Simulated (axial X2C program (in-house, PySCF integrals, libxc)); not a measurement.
**RuH: from the spin-free to the two-component result**

Computed with an axial X2C code built on PySCF integrals. Spin-free means the one-electron spin-free X2C Hamiltonian; two-component (2c) means X2C with spin–orbit coupling and atomic mean-field two-electron Coulomb and Gaunt terms, so the difference of the two also holds small scalar two-electron terms. Basis: Ru dyall-cv3z [12s12p8d5f3g], H dyall-v3z [6s2p1d] (cores contracted in-house); Gaussian nuclei, density fitting, unrestricted open shells. Masses: Ru 101.904 u, H 1.008 u.

Spin-free state: M_S = 3/2, Λ = 0 (beyond evenly filled blocks: σα, δ+α, δ-α); fragments Ru + H.

| level | Re (Å) | ωe (cm⁻¹) | De (eV) | μ (D) |
| --- | --- | --- | --- | --- |
| PBE0 | 1.583 | 1968.5 | 2.770 | -2.25 |
| HF | 1.674 | 1660.8 | 1.260 | -3.51 |
| MP2 | 1.565 | 2002.3 | 2.448 | n/a |
| CCSD | 1.593 | 1919.6 | 2.589 | n/a |
| CCSD(T) | 1.589 | 1940.0 | 2.678 | n/a |
| BP86 | 1.581 | 2001.9 | 3.157 | -1.82 |

Correlated methods: 9 electrons correlated (number of frozen shells: Ru 4 s, 3 p, 1 d; H none), 223 virtual spin orbitals or spinors in MP2, 110 natural virtuals in coupled cluster.

Dipoles are positive if H is the positive end.

Two-component determinant lowest at the distance of the search:

Ω = 3/2 (⟨Sz⟩ = 1.48, ⟨Lz⟩ = 0.02 at HF); fragments Ru + H.

```csv
level,Re (Å),ωe (cm⁻¹),μ (D)
PBE0,1.584,1966.0,-2.25
HF,1.675,1659.5,-3.52
MP2,1.567,1997.2,n/a
CCSD,1.596,1912.7,n/a
CCSD(T),1.591,1931.7,n/a
BP86,1.581,1999.6,-1.82
```

From the two tables, how do the constants change at the CCSD(T) level (2c against spin-free)?

At the CCSD(T) level Re increases by 0.002 Å and ωe drops by 8.3 cm⁻¹.

The state is one determinant whose occupation by symmetry is held fixed; it was picked as the lowest of a PBE0 search that is not exhaustive. Dissociation energies refer to the lowest single-determinant-based atoms at the same level and basis. De is not given where an atomic determinant may have missed its ground term or J level, or where the truncated virtual space spoils (T). Density functionals use the spin component along the axis (collinear). Coupled cluster ran in a truncated set of natural virtual spinors; the MP2 energy of the rest was added. (T) has no such correction and the atoms are truncated less, which lowers De at CCSD(T) by a hundredth of an eV or more. PBE0 can misorder states that lie within some tenths of an eV, so this need not be the ground state of the molecule. The nearest other spin-free determinant of the search, M_S = 3/2, Λ = 3, lies 0.36 eV up at the distance of the search. The functionals have no current-density term, which raises determinants with orbital currents, atoms included. With several unpaired electrons one determinant need not be a pure state. This is the top spin component of a Σ state; components of lower Ω are not single determinants and can lie lower. The determinant is spin-polarised beyond a pure state at some levels (its spin-free form has ⟨S²⟩ too high), which makes Re and μ there less reliable.
